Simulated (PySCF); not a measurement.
Vertical excitations of a molecule C3H7NSi from PySCF 2.14.0 with TDDFT-PBE0/def2-SVPD, as energy in eV (oscillator strength): 5.95 (0.014), 6.35 (0.000), 6.63 (0.000), 6.70 (0.013), 6.89 (0.012), 7.08 (0.003), 7.13 (0.024), 7.21 (0.024), 7.35 (0.011), 7.49 (0.080). Lowest triplet (TDA): 5.14 eV. Geometry: r2SCAN-D4/def2-SVP. The values are those of a single conformer.

### Question
Identify the compound among the candidates.
(A) C#CCN[SiH3]
(B) C=C1CN[SiH2]1
(C) C1=C[SiH2]NC1
(D) [SiH3]C1=NCC1

### Answer
A, C#CCN[SiH3]
